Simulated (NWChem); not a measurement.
System: ZrO$_{2}$ cation, doublet; SMILES of the neutral closed-shell parent [Zr](=[O])=[O]

```xyz
3

Zr     0.3364     0.0678     0.0000
O     -0.9978     1.1437     0.0000
O     -0.6841    -1.4826     0.0000
```
Atoms are numbered in this order, from 1.

Computed with NWChem. Spin-unrestricted. Coordinates come from a PBE0/def2-SVP, spin-unrestricted optimisation. This spin state was assumed; another may lie lower. No stability test was run on the SCF state. def2 effective core potentials on Zr; no spin-orbit coupling. Vertical excitations in the gas phase; the lowest state need not have the same character in each row. Excited states of an open shell can be spin-contaminated.

| level | lowest excitation (eV) | lowest empty minus highest occupied level, either spin (eV) |
|---|---|---|
| PBE/def2-SVP, TDA | 1.27 | 1.40 |
| B3LYP/def2-SVP, TDA | ___ | ___ |
| LDA (Slater exchange, VWN5)/def2-SVP, TDA | 1.04 | 1.01 |
| PBE0/def2-SVP, TDA | 1.36 | 4.52 |

Some entries are withheld; supply them.


- B3LYP/def2-SVP, TDA, lowest excitation (eV): 1.31
- B3LYP/def2-SVP, TDA, lowest empty minus highest occupied level, either spin (eV): 3.83
